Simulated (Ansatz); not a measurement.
Si₂B₈⁻, relaxed as a doublet with UKS PBE-D4/def2-SVP in Ansatz, starting from the PBE-D4/def2-SVP geometry of the neutral singlet. Force threshold 0.03 eV/Å.

The relaxation made no stability test and no search for a lower SCF solution. The structure comes from a short search, and lower isomers may exist.

Start:

```csv
atom,x (Å),y (Å),z (Å)
B1,-1.511,1.833,0.614
B2,0.525,-0.635,-0.180
B3,-0.232,0.151,-1.473
B4,0.262,-0.172,1.673
B5,1.568,-1.870,-0.249
B6,-0.769,1.052,1.750
B7,1.230,-1.353,1.190
B8,-0.536,0.641,0.118
Si9,0.959,-1.299,-2.066
Si10,-1.497,1.654,-1.377
```

| step | energy (eV) | largest force component (eV/Å) | SCF passes |
| --- | --- | --- | --- |
| 1 | -21137.6663 | 0.887 | 26 |
| 2 | -21137.7128 | 0.461 | 27 |
| 3 | -21137.7314 | 0.064 | 26 |
| 4 | -21137.7317 | 0.028 | 19 |

Force components are those of the run's own axes.

End:

```
atom   x (Å)   y (Å)   z (Å)
  B1  -1.529   1.855   0.629
  B2   0.530  -0.639  -0.166
  B3  -0.230   0.151  -1.469
  B4   0.261  -0.171   1.665
  B5   1.589  -1.895  -0.245
  B6  -0.768   1.050   1.756
  B7   1.230  -1.353   1.196
  B8  -0.535   0.642   0.133
 Si9   0.973  -1.320  -2.099
Si10  -1.521   1.679  -1.400
```

By distances, no bond broke or formed. The bond that changes most is B2–Si9, from 2.05 to 2.10 Å (atoms count from 1).

No frequencies were taken in this run, so the end may be a saddle point.

Run time 10 s (4 threads of Arm Neoverse V1 on a shared host).
